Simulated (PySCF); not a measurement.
# SnS⁺: from constants to spectrum

UHF-CCSD(T) constants of SnS⁺, ²Π (doublet), unpaired electrons π ↑ (Sn cc-pVDZ-PP with ECP28, S cc-pV(D+d)Z; scalar-relativistic core potentials (PySCF 2.14); masses 119.9022 and 31.9721 u):

| Property | Result |
| --- | --- |
| ωe | 372.5 cm⁻¹ |
| ωexe | 1.15 cm⁻¹ |
| Be | 0.11508 cm⁻¹ |
| αe | 0.000484 cm⁻¹ |
| De to Sn⁺ + S | 2.60 eV |

(1) What force constant and bond length do these constants imply?

(2) Estimate the centrifugal constant D from the Kratzer relation and find the Dunham coefficient a1.

Correlated steps freeze 9 core orbitals. Correlated levels converge slowly with the basis: in double zeta they bind strong bonds too weakly, by up to about 1 eV, and carry superposition errors of some tenths. Spin–orbit coupling is left out, which matters for elements this heavy, above all for dissociation energies. For an ion De counts to the pair picked by the measured ionisation energies or electron affinities, which need not be the lowest pair at this level. The state is the lowest determinant that a PBE0 search found; another state may lie lower at other levels.

Results:

(1) Reduced mass μred = 25.241 u; k = 5.8918×10⁻⁷·μred·ωe² (u, cm⁻¹, mdyn/Å) = 2.06 mdyn/Å; Re = √(16.8576/(μred·Be)) (u, cm⁻¹, Å) = 2.409 Å.

(2) D = 4Be³/ωe² = 4.39e-08 cm⁻¹; a1 = −1 − αeωe/(6Be²) = -3.27.
